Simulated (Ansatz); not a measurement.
```yaml
crystal:
  periodic: [false, false, false]
  atoms:
    - {symbol: Ni, position_ang: [-0.965359, -0.963999, 0.393799]}
    - {symbol: Ni, position_ang: [0.984082, 0.992334, -0.250786]}
    - {symbol: Br, position_ang: [-1.396398, -3.064514, -0.098680]}
    - {symbol: Br, position_ang: [-1.053780, 1.363797, 0.682791]}
    - {symbol: Br, position_ang: [1.174931, 2.730327, -1.586266]}
    - {symbol: Br, position_ang: [1.256534, -1.057945, 0.859133]}
basis:
  gaussian: {orbitals: def2-TZVP, initial_orbitals: start.molden}
hamiltonian: {xc: pbe}
correlation: {method: rpa}
scf: {omitted_lower_state_checks: [starts]}
```

The file start.molden holds the orbitals of an earlier run on this structure, at another level or in another basis.

```sh
$ ansatz run in.yaml --threads 4 --pin off --events-out ev --progress --plain --max-ram 8704MiB
```

Output, abridged:

```
Functional definition: PBE
2172 factors; integrals over basis functions are off by at most 9.5e-4 eV
mean field evaluation 1: about -362223.4250 eV, gradient 2.0e1 eV
mean field evaluation 2: about -362224.0936 eV, gradient 1.3e0 eV
mean field evaluation 4: about -362224.2339 eV, gradient 1.8e-1 eV
mean field evaluation 8: about -362224.2317 eV, gradient 4.6e-4 eV
mean field -362224.23171109 eV, -13311.4949909798 hartree, gradient 2.8e-6 eV, S^2 0.000000; 0 other end points of the search recorded, 0 dependent functions left out; unrestricted orbitals would lower it
mean field evaluation 16: about -361991.7770 eV, gradient 5.5e1 eV
mean field evaluation 32: about -362007.8462 eV, gradient 1.6e0 eV
46 core orbitals not correlated: weight in the atoms' cores, before any rotation towards them, 1.000 or more for the frozen orbitals, at most 0.000 for the correlated occupied ones
reference -361992.73317673 eV, -13302.9875767575 hartree; 52, 52 occupied and 184, 184 virtual orbitals, 2172 factors
Error: the energy between an occupied orbital and the lowest state that it is excited into in its spin channel is -0.0186 eV and must be positive: a state without a gap has no random-phase energy
```

(1) Can the result of this run be used?

Answers

(1) No. The run stopped with an error. The reference has no gap: an occupied orbital lies above an empty one, and the correlation energy can't be formed.
